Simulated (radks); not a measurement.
Tb2+, configuration [Xe] 4f9. Method: Dirac Kohn-Sham, PBEsol, spin-unpolarised, spherical densities, finite nucleus; open shells are shared between the two j in proportion to 2j + 1; Fermi nuclear charge, rms radius 5.06 fm; computed with a radial shooting solver on a logarithmic mesh with Libxc functionals.

Normalised radial functions P(r) = r R(r) (large component), r in bohr:

```
   r/bohr * 4d3/2, o 4d5/2 (the largest magnitude, 1.37, reaches the edge; | marks zero, & curves that meet)
0.0007693                             &
 0.001043                             &
 0.001413                             &
 0.001915                             &
 0.002595                             &
 0.003517                             &
 0.004767                             &
  0.00646                             &
 0.008686                             &
  0.01177                             &
  0.01595                             &
  0.02162                             |&
   0.0293                             |o*
  0.03971                             |  &
  0.05382                             |    o*
  0.07294                             |        &
  0.09886                             |            o*
    0.134                             |               &
   0.1816                             |            &
   0.2461                             | *o
   0.3335                *o           |
    0.452   *o                        |
   0.6126  &                          |
   0.8302          &                  |
    1.116                    &        |
    1.513                          &  |
     2.05                            o*
    2.779                             &
    3.766                             &
    5.103                             &
    6.917                             &
    9.374                             &
```

4d3/2: eigenvalue -164.00 eV, 1 radial node at r = 0.259 bohr, <r> = 0.618 bohr, 90 % of the charge inside 0.930 bohr. 4d5/2: eigenvalue -157.80 eV, 1 radial node at r = 0.263 bohr, <r> = 0.629 bohr, 90 % of the charge inside 0.946 bohr.
